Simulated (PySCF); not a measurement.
C2H6O2Sn, SMILES C=[CH][SnH]([OH])[OH]. Atoms are numbered in the order given.

```xyz
11

Sn     0.2714     0.1780     0.0271
O      1.0051    -0.6674     1.6811
O      1.2910    -0.5758    -1.5185
C     -1.7960    -0.3575     0.0310
C     -2.7426     0.4989    -0.3668
H      0.6010     1.8593    -0.0780
H      1.9574    -0.5210     1.7698
H      1.1231    -1.5214    -1.6354
H     -2.0717    -1.3595     0.3795
H     -3.8060     0.2299    -0.3631
H     -2.5098     1.5124    -0.7139
```
Charge 0, spin multiplicity 1.

Geometry: B3LYP-D3(BJ)/def2-SVP. The structure was generated by enumeration; whether it is a known compound was not checked. The def2 effective core potentials stand for the cores of Sn; spin–orbit coupling is left out. Other conformers were not sampled.

Calculation: TDA-PBE/def2-SVPD run with PySCF.

Vertical excitations. The molecule is in vacuum.

Computed UV-visible absorptions:
| state | energy (eV) | λ (nm) | f | main pairs |
|---|---|---|---|---|
| S1 | 4.87 | 254 | 0.005 | HOMO→LUMO 96 % |
| S2 | 5.11 | 243 | 0.004 | HOMO−1→LUMO 91 % |
| S3 | 5.52 | 225 | 0.028 | HOMO→LUMO+1 43 %, HOMO−2→LUMO 29 %, HOMO−3→LUMO 21 % |
| S4 | 5.60 | 221 | 0.025 | HOMO→LUMO+1 35 %, HOMO−1→LUMO+1 31 %, HOMO−2→LUMO 14 %, HOMO−3→LUMO 12 % |
| S5 | 5.72 | 217 | 0.050 | HOMO−1→LUMO+1 64 %, HOMO→LUMO+1 11 %, HOMO−3→LUMO 10 % |
| S6 | 5.99 | 207 | 0.021 | HOMO−2→LUMO+1 51 %, HOMO−3→LUMO+1 37 % |
| S7 | 6.18 | 201 | 0.016 | HOMO→LUMO+2 39 %, HOMO−3→LUMO+1 34 %, HOMO−2→LUMO+1 15 % |
| S8 | 6.23 | 199 | 0.013 | HOMO−4→LUMO 84 % |
| S9 | 6.33 | 196 | 0.008 | HOMO→LUMO+2 40 %, HOMO−1→LUMO+2 27 %, HOMO−5→LUMO 10 %, HOMO−2→LUMO+1 6 % |
| S10 | 6.48 | 191 | 0.027 | HOMO−5→LUMO 43 %, HOMO−1→LUMO+2 42 % |
| T1 | 4.36 | 284 | 0 | HOMO−2→LUMO 45 %, HOMO−3→LUMO 34 %, HOMO→LUMO 9 % |
| T2 | 4.74 | 262 | 0 | HOMO→LUMO 86 % |
| T3 | 4.93 | 251 | 0 | HOMO−1→LUMO 90 % |
| T4 | 5.05 | 245 | 0 | HOMO→LUMO+1 91 % |
Triplets are in the Tamm–Dancoff approximation.
